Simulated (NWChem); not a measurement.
Molecule: AlCl2F; SMILES [F][Al]([Cl])[Cl]

Computed with NWChem. All runs use the structure optimised with PBE0/def2-SVP. Ions are spin-unrestricted doublets at the neutral geometry; other ion states weren't tried.

Question: What does the run give for PBE0/def2-SVP? Quantities: vertical ionisation energy, ΔSCF (eV); −ε(HOMO) (eV).

Answer: 
| Item | Result |
|---|---|
| vertical ionisation energy, ΔSCF (eV) | 11.91 |
| −ε(HOMO) (eV) | 9.50 |
